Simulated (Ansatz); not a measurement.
Cost and result up the ladder for InSn₂₀H₃₀, a doped nanocrystal cut from the lattice of tin (In on a surface site) (51 atoms). Total charge 0; doublet. Geometry: PBE-D4/def2-SVP.

```xyz
51

In    2.549    0.089   -1.469
Sn    1.098    2.455    4.191
Sn    2.527   -4.372    0.491
Sn    4.292   -0.727    2.768
Sn   -0.205   -1.501    2.482
Sn   -1.922   -1.731   -1.766
Sn   -0.505    2.403   -0.108
Sn   -5.032    1.394   -0.543
Sn   -2.374    2.058   -4.294
Sn    0.126   -4.249    1.959
Sn   -4.481   -1.363   -0.638
Sn    1.807   -0.271    4.023
Sn   -3.068    2.556    1.111
Sn    1.261    3.704    1.675
Sn    4.558   -3.485    2.236
Sn    2.400   -2.776   -1.837
Sn    4.614    0.664    0.335
Sn   -0.035   -0.413   -0.126
Sn   -1.687   -0.673   -4.362
Sn   -0.584    3.534   -2.694
Sn   -4.920    2.454   -3.151
H     2.078    3.296    5.354
H    -0.551    2.576    4.727
H     2.843   -6.021    0.021
H     5.523   -0.282    3.923
H    -1.804   -1.117    3.065
H    -1.559   -3.435   -1.754
H     2.134    1.059   -2.866
H    -6.609    1.673    0.147
H    -2.381    2.706   -5.913
H     0.236   -5.176    3.423
H    -1.245   -4.831    1.064
H    -4.482   -2.036    0.964
H    -5.686   -2.208   -1.563
H     1.800   -0.955    5.628
H    -2.976    1.687    2.615
H    -3.438    4.212    1.500
H     0.764    5.367    1.783
H     2.883    3.689    1.063
H     4.467   -4.411    3.705
H     6.119   -3.797    1.536
H     3.796   -3.191   -2.811
H     1.014   -3.255   -2.777
H     6.128    0.057   -0.284
H     4.891    2.344    0.688
H    -0.049   -0.854   -4.906
H    -2.711   -1.506   -5.492
H     1.007    3.635   -3.373
H    -1.185    5.160   -2.533
H    -6.157    1.710   -4.118
H    -5.267    4.156   -3.101
```

Ansatz on 4 threads of AMD EPYC 7R13 on a shared host and a share (37 GiB) of an NVIDIA H100 80GB HBM3. Times are rough, and most runs start from the orbitals of an earlier one. PBE0-D4/def2-SVP serves as the yardstick here, not as an exact answer. Differences are given only for rows in sets of like size (and for xTB, whose basis is part of the method), since another set adds its own error. Binding counts from free atoms at the same level (In doublet, Sn triplet, H doublet; other spins of the atoms weren't run), without zero-point energy or a counterpoise term.

In the def2 sets In, Sn take a core potential; there is no spin–orbit coupling. Single mean-field runs in def2-SVP, def2-mTZVP are fitted with def2-universal-jkfit. Another isomer (doublet) lies 0.11 eV lower at PBE0-D4/def2-SVP; other spin states weren't run for this one.

```tsv
level	functions	wall time	binding energy per atom (eV)	difference from PBE0-D4/def2-SVP (eV)
revPBE-D4/def2-SVP	696	16 s	2.33	-0.07
PBE-D4/def2-SVP (with forces)	696	17 s	2.41	0.00
r2SCAN-D4/def2-SVP	696	19 s	2.41	0.00
r2SCAN-D4/def2-mTZVP	846	23 s	2.38	–
PBE0-D4/def2-SVP	696	32 s	2.40	0.00
```
